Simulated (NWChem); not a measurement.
C$_{4}$H$_{3}$FOS; SMILES c1(c(ccs1)O)F

```xyz
10

O     -0.6662     2.2224     0.0000
C     -0.5023     0.8846     0.0000
C     -1.6002    -0.0270     0.0000
C     -1.1997    -1.3335     0.0000
S      0.5150    -1.5034     0.0000
C      0.6914     0.2147     0.0000
F      1.8906     0.7919     0.0000
H      0.2028     2.6408     0.0000
H     -2.6399     0.3006     0.0000
H     -1.8239    -2.2254     0.0000
```
Atoms are numbered in this order, from 1.

All runs: NWChem. The geometry was optimised at PBE0/def2-SVP. Total energies of different functionals are on different scales.

```tsv
level	energy (Ha)	highest occupied level (eV)	orbital gap (eV)	dipole (D)
PBE/def2-SVP	-726.5532	-5.02	4.01	0.13
B3LYP/def2-SVP	-727.0908	-5.98	5.61	0.24
PBE0/def2-SVP	-726.5909	-6.28	6.03	0.30
TPSSh/def2-SVP	-727.1045	-5.59	4.95	0.28
Hartree-Fock/def2-SVP	-724.6175	-8.82	12.08	0.88
BLYP/def2-SVP	-726.9930	-4.80	3.99	0.05
```
